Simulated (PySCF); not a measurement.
C₂H₆GaNO. Atoms are numbered in the order given.

```xyz
11

Ga    -0.0170     0.1777     0.2581
C     -0.0978    -0.0945    -1.6588
C      0.0965    -1.2822    -2.2448
H     -0.3145     0.7677    -2.3015
H      0.0456    -1.4139    -3.3328
H      0.3174    -2.1905    -1.6717
O     -0.3165     1.8313     0.8730
H     -0.2695     1.9268     1.8283
N      0.3397    -1.1292     1.4626
H      0.3839    -0.9927     2.4640
H      0.5258    -2.0916     1.2122
```

Coordinates come from a PBE0-D3(BJ)/def2-SVP optimisation. The structure was generated by enumeration; whether it is a known compound was not checked. One conformer was computed; it need not be the lowest.

Level of theory: KT2/pcSseg-1 (PySCF).

GIAO shieldings, no solvent; atoms listed in one row are averaged. δ = σ(ref) − σ: ¹³C against TMS (σ = 185.1 ppm); ¹H against TMS (σ = 31.47 ppm); ¹⁷O against H2O (σ = 330.4 ppm); ¹⁵N against NH3 (σ = 266.2 ppm), references at their B3LYP-D3(BJ)/def2-TZVP geometries, non-relativistic.

Computed chemical shifts:
```json
[
 {"nucleus": "¹³C", "atoms": "C3", "count": "1", "δ (ppm)": "138.8"},
 {"nucleus": "¹³C", "atoms": "C2", "count": "1", "δ (ppm)": "133.5"},
 {"nucleus": "¹H", "atoms": "H5", "count": "1", "δ (ppm)": "6.72"},
 {"nucleus": "¹H", "atoms": "H4", "count": "1", "δ (ppm)": "6.46"},
 {"nucleus": "¹H", "atoms": "H6", "count": "1", "δ (ppm)": "6.24"},
 {"nucleus": "¹H", "atoms": "H11", "count": "1", "δ (ppm)": "1.88"},
 {"nucleus": "¹H", "atoms": "H8", "count": "1", "δ (ppm)": "1.72"},
 {"nucleus": "¹H", "atoms": "H10", "count": "1", "δ (ppm)": "1.25"},
 {"nucleus": "¹⁷O", "atoms": "O7", "count": "1", "δ (ppm)": "56.4"},
 {"nucleus": "¹⁵N", "atoms": "N9", "count": "1", "δ (ppm)": "33.6"}
]
```
